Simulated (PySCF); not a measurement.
**Electronic structure of Cl²⁺ (chlorine, charge +2) at the PBE0 level**

Configuration: [Ne] 3s2 3p3, high-spin 4S determinant. Calculation: PySCF 2.14, in def2-TZVP (5s5p2d1f, 37 functions); the non-relativistic Hamiltonian (point nucleus).

* Total energy: -458.6450 hartree
* One-electron energy: -618.7572 hartree
* Hartree (Coulomb) energy: 187.4581 hartree
* Exchange-correlation energy: -27.3460 hartree
* Kinetic energy: 458.10006 hartree
* ⟨S²⟩: 3.7503
* ⟨L²⟩: 0.000
* Sum of ⟨r⟩: 11.18 bohr
* Sum of ⟨r²⟩: 15.40 bohr²
* Density at the nucleus (Gaussians lack the cusp): 3110 bohr⁻³
* Spin density at the nucleus: 0.327 bohr⁻³
* Langevin diamagnetic susceptibility: -12.2 ×10⁻⁶ cm³/mol
* Time after the integrals: 0.29 s of wall time on 1 thread of Neoverse-N1 (shared host)

| shell | electrons | mean orbital energy (hartree) | rms radius, mean of both spins (bohr) |
| --- | --- | --- | --- |
| 1s α | 1 | -102.80939 | 0.106 |
| 1s β | 1 | -102.78116 | 0.106 |
| 2s α | 1 | -10.60238 | 0.484 |
| 2s β | 1 | -10.57712 | 0.484 |
| 2p α | 3 | -8.34007 | 0.453 |
| 2p β | 3 | -8.29958 | 0.453 |
| 3s α | 1 | -1.81011 | 1.56 |
| 3s β | 1 | -1.60444 | 1.56 |
| 3p α | 3 | -1.28457 | 1.72 |
